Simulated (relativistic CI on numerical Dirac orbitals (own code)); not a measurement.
**Sc2+ in a cubic cluster: 3p photoemission with charge transfer**

Computed with a charge-transfer multiplet model of a cubic metal-ligand cluster with up to 2 ligand holes, Slater and spin-orbit integrals from Dirac-Coulomb-Breit ions, Slater integrals scaled by 0.8. The ground state mixes d1 with configurations of k ligand holes L, whose averages lie at kΔ + k(k − 1)U_dd/2; a core hole lowers each added d electron by U_cd. 300 K, Lorentzian 0.9 eV and Gaussian 0.8 eV FWHM.

Atomic integrals in eV (Slater integrals scaled, ζ unscaled), ground: F2dd 4.710, F4dd 2.885, zeta_d 0.008; with the core hole: F2dd 4.710, F4dd 2.885, zeta_d 0.012, zeta_core 0.340, F2cd 7.734, G1cd 9.660, G3cd 5.869. Where a configuration has fewer than two d electrons, the dd integrals are those of d2.

Cluster parameters (eV): Δ = 5.4, U_dd = 4.2, U_cd = 5.3, 10Dq = 0.35, 10Dq(ligand) = 1.1, final-state hopping factor = 1.

| Case | n_d | d1 | d2L | d3L2 | S |
| --- | --- | --- | --- | --- | --- |
| V(eg) = 1.6 eV, V(t2g) = -0.7 eV | 1.30 | 0.72 | 0.26 | 0.02 | 0.50 |
| V(eg) = 1.9 eV, V(t2g) = -0.83 eV | 1.37 | 0.66 | 0.31 | 0.03 | 0.50 |
| V(eg) = 2.5 eV, V(t2g) = -1.09 eV | 1.49 | 0.57 | 0.38 | 0.05 | 0.50 |

Weights, n_d and S are thermal averages at 300 K. Binding energies count from the first peak over 30 % of the highest in each spectrum, which can be another peak from case to case. The parameters are a model scan and need not match a compound or its usual spin state. Peaks in eV (height, largest 100):
- V(eg) = 1.6 eV, V(t2g) = -0.7 eV: 0.0 (100), 1.9 (98), 6.4 (44), 8.9 (38), 14.2 (7)
- V(eg) = 1.9 eV, V(t2g) = -0.83 eV: 0.0 (100), 2.0 (94), 7.2 (30), 9.8 (31), 14.5 (6)
- V(eg) = 2.5 eV, V(t2g) = -1.09 eV: 0.0 (100), 1.8 (89), 11.2 (26)

For the case V(eg) = 1.9 eV, V(t2g) = -0.83 eV, Δ = 5.4 eV is larger than U_dd = 4.2 eV, the Mott-Hubbard side of the Zaanen-Sawatzky-Allen scheme. With the core hole the average of the configuration with one ligand hole lies at Δ − U_cd = 0.1 eV before mixing: the effective hopping of about 4.1 eV (from the holes of the mixed ground state) is comparable with this gap or larger, so the configurations mix strongly.
